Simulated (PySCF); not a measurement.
## Bond curve of KF⁻

Set-up: K aug-pcseg-1, F aug-pcseg-1; no relativity (PySCF 2.14). Energies in eV from K + F⁻ in their ground configurations at the same level. State: ²Σ⁺ (doublet), unpaired electrons σ ↑.

```csv
R (Å),BP86
1.945,-1.528
2.036,-1.804
2.126,-1.951
2.194,-2.001
2.262,-2.016
2.330,-2.003
2.420,-1.958
2.533,-1.872
2.669,-1.746
2.850,-1.567
```

Question: Put a parabola through the three lowest points of the BP86 curve and estimate Re, k and ωe (reduced mass 12.77 u; 1 eV/Å² = 0.16022 mdyn/Å; ωe = 1302.8·√(k/μ) cm⁻¹).

Answer: Through R = 2.194, 2.262, 2.33 Å the second-order coefficient is 3.03 eV/Å², so Re ≈ 2.264 Å, k ≈ 0.970 mdyn/Å and ωe ≈ 359 cm⁻¹. A polynomial fit of higher order to the unrounded BP86 energies gives Re = 2.261 Å, k = 0.929 mdyn/Å, ωe = 351 cm⁻¹; anharmonicity and rounding make the difference.

The higher-order fit for each curve: BP86: Re = 2.261 Å, ωe = 351 cm⁻¹, De = 2.02 eV.

For an ion De counts to the pair picked by the measured ionisation energies or electron affinities, which need not be the lowest pair at this level. The highest Kohn–Sham level is positive in this anion. Much of that is self-interaction error, but it also means that the finite basis helps to hold the extra electron. The state was picked by a PBE0 search and need not be the measured ground state.
